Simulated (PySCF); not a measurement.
SbI₃, SMILES [I][Sb]([I])[I]. Coordinates come from a PBE-D3(BJ)/def2-SVP optimisation. The isomer is the one that the SMILES or the coordinates give; other isomers of the formula were not compared. The def2 effective core potentials stand for the cores of I, Sb; spin–orbit coupling is left out.

Computed equilibrium geometry at PBE-D3(BJ)/def2-SVP (PySCF confirms it by a frequency run) as a Z-matrix, and its point group:
point group C3v.
```
Sb
I 1 2.7645
I 1 2.7645 2 100.64
I 1 2.7645 2 100.64 3 103.09
```
Charge 0, spin multiplicity 1.
